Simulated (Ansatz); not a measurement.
B₆As₅H₁₈⁻, a cluster cut from wurtzite BAs (hydrogen-capped). The state is a triplet with charge -1. Geometry PBE-D4/def2-SVP, that of the charge -1 singlet; atoms count from 1.

Cartesian coordinates in Å:
```
B 0.652 -2.230 -1.078
As -1.112 -1.145 -1.127
As -0.351 -1.370 2.130
B -1.799 -0.727 0.809
B -1.021 0.576 -2.278
As -1.959 1.323 0.977
As 1.994 -0.946 -0.147
B 1.619 -0.817 1.898
B 2.249 0.861 -1.123
As 0.387 1.748 -1.298
B -0.392 2.555 0.457
H 0.500 -3.250 -0.405
H 0.998 -2.432 -2.238
H -2.217 -2.044 -1.689
H -0.516 -2.884 2.189
H -0.850 -1.061 3.547
H -2.870 -1.251 1.077
H -0.606 0.260 -3.389
H -2.117 1.138 -2.282
H -3.239 1.682 0.234
H -2.459 1.631 2.394
H 3.348 -1.654 -0.227
H 2.292 -1.615 2.544
H 1.688 0.339 2.294
H 2.638 0.607 -2.262
H 2.999 1.586 -0.472
H 0.593 2.966 -2.201
H 0.410 2.478 1.380
H -0.860 3.676 0.285
```

Single mean-field runs in def2-TZVP are fitted with def2-universal-jkfit. The highest occupied level of the charge -1 triplet lies above zero (up to 1.21 eV). Energy differences put its binding near zero (0.00 eV; vertical, against the charge 0 doublet, at PBE0-D4/def2-TZVP), which leaves it undecided. At PBE0-D4/def2-TZVP a singlet of charge -1 lies 4.99 eV below the triplet at the same geometry.

(1) Estimate the Mulliken populations from the PBE0/def2-TZVP orbitals of Ansatz.

(2) Where does the spin sit?

(3) And the Mayer bond orders between heavy atoms (over 0.3)?

## Answers

(1) 
| atom | charge (e) | spin (α − β) |
| --- | --- | --- |
| B1 | -0.33 | 0.16 |
| As2 | 0.17 | 0.21 |
| As3 | 0.15 | 0.05 |
| B4 | -0.04 | -0.07 |
| B5 | -0.34 | 0.04 |
| As6 | 0.14 | 0.02 |
| As7 | 0.26 | 0.22 |
| B8 | -0.40 | 0.05 |
| B9 | -0.31 | 0.02 |
| As10 | 0.28 | 0.24 |
| B11 | -0.40 | 0.03 |
| H12 | -0.01 | 0.00 |
| H13 | 0.00 | -0.01 |
| H14 | -0.09 | 0.25 |
| H15 | 0.00 | 0.07 |
| H16 | -0.01 | 0.04 |
| H17 | 0.05 | 0.01 |
| H18 | -0.01 | 0.00 |
| H19 | 0.02 | 0.08 |
| H20 | 0.00 | 0.07 |
| H21 | 0.00 | 0.04 |
| H22 | -0.07 | 0.21 |
| H23 | 0.00 | 0.03 |
| H24 | 0.01 | 0.01 |
| H25 | -0.01 | 0.00 |
| H26 | 0.02 | 0.08 |
| H27 | -0.07 | 0.13 |
| H28 | 0.01 | 0.01 |
| H29 | -0.01 | 0.01 |
Mulliken values depend strongly on the basis.

(2) Summed by element: B 0.24, As 0.74, H 1.02, of 2 unpaired in all. Largest on single atoms: H14 0.25, As10 0.24, As7 0.22.

(3) B1–As2 0.82 (2.07 Å); B1–As7 0.75 (2.08 Å); As2–B4 0.85 (2.10 Å); As2–B5 0.92 (2.07 Å); As3–B4 0.84 (2.06 Å); As3–B8 0.89 (2.06 Å); B4–As6 0.86 (2.06 Å); B5–As10 0.81 (2.08 Å); As6–B11 0.90 (2.06 Å); As7–B8 0.94 (2.08 Å); As7–B9 0.95 (2.07 Å); B9–As10 0.81 (2.07 Å); As10–B11 0.95 (2.08 Å).
